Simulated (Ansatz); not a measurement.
Consider the cleavage of the Si–Si bond: `N[SiH2][SiH](F)[SiH3]` + `CSCS` → `CSCS[SiH3]` + `N[SiH2][SiH2]F`.

Calculated with Ansatz (gas phase, PBE0-D4/def2-TZVP geometries, no zero-point term in ΔE). CBS: MP2 limit from def2 TZ/QZ plus the TZ coupled-cluster correction, frozen cores. DFT in def2-TZVPP. B3LYP here is the variant with VWN-RPA as its local correlation; programs differ in this. One conformer a species, not always the lowest.

| level | ΔE (kcal/mol) |
| --- | --- |
| B3LYP-D4 | -13.5 |
| ωB97X-V | -13.8 |
| ωB97M-V | -15.1 |
| B2PLYP | -13.8 |

Q: What does CCSD(T)/CBS give? (An estimate is asked.)

A: Computed: -14.5 kcal/mol. The listed levels differ from it by 1.0, 0.7, -0.6, 0.7 kcal/mol.

Largest T1 diagnostic among the species: 0.013.

From PBE to PBE0 (25 % exact exchange), in def2-TZVPP and without D4, ΔE moves by −1.4 kcal/mol. The D4 term adds −1.7 kcal/mol with B3LYP and −0.9 kcal/mol with PBE0; it sums over pairs of atoms, weighted by their polarisabilities, and B3LYP, whose exchange is more repulsive, gets the larger term.
